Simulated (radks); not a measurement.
Values are calculated unless marked as measured or tabulated.
Mean orbital radii <r> (bohr) of neutral arsenic, [Ar] 3d10 4s2 4p3, at several levels of relativity; Dirac values are averaged over j with weights 2j + 1. Spin-unpolarised spherical Kohn-Sham, PBE, point nucleus unless stated (finite: rms radius 4.0968 fm), a radial shooting solver on a logarithmic mesh with Libxc functionals. A level marked "c x" has the speed of light scaled by that factor and shares open shells by 2j + 1; other Dirac levels either fill j = l - 1/2 first or share by 2j + 1.

[
 {"shell": "1s", "non-rel.": "0.04638", "Dirac, 2j+1 shares": "0.04550", "Dirac, 2j+1 shares, finite nucleus": "0.04550", "Dirac, c x 0.75": "0.04479", "change of magnitude, last against first (%)": "-3.43"},
 {"shell": "2s", "non-rel.": "0.2067", "Dirac, 2j+1 shares": "0.2025", "Dirac, 2j+1 shares, finite nucleus": "0.2025", "Dirac, c x 0.75": "0.1992", "change of magnitude, last against first (%)": "-3.64"},
 {"shell": "2p", "non-rel.": "0.1788", "Dirac, 2j+1 shares": "0.1771", "Dirac, 2j+1 shares, finite nucleus": "0.1771", "Dirac, c x 0.75": "0.1758", "change of magnitude, last against first (%)": "-1.69"},
 {"shell": "3s", "non-rel.": "0.6092", "Dirac, 2j+1 shares": "0.5981", "Dirac, 2j+1 shares, finite nucleus": "0.5981", "Dirac, c x 0.75": "0.5894", "change of magnitude, last against first (%)": "-3.25"},
 {"shell": "3p", "non-rel.": "0.6218", "Dirac, 2j+1 shares": "0.6171", "Dirac, 2j+1 shares, finite nucleus": "0.6171", "Dirac, c x 0.75": "0.6133", "change of magnitude, last against first (%)": "-1.37"},
 {"shell": "3d", "non-rel.": "0.6751", "Dirac, 2j+1 shares": "0.6784", "Dirac, 2j+1 shares, finite nucleus": "0.6784", "Dirac, c x 0.75": "0.6811", "change of magnitude, last against first (%)": "+0.89"},
 {"shell": "4s", "non-rel.": "1.973", "Dirac, 2j+1 shares": "1.940", "Dirac, 2j+1 shares, finite nucleus": "1.940", "Dirac, c x 0.75": "1.912", "change of magnitude, last against first (%)": "-3.08"},
 {"shell": "4p", "non-rel.": "2.559", "Dirac, 2j+1 shares": "2.555", "Dirac, 2j+1 shares, finite nucleus": "2.555", "Dirac, c x 0.75": "2.552", "change of magnitude, last against first (%)": "-0.29"}
]
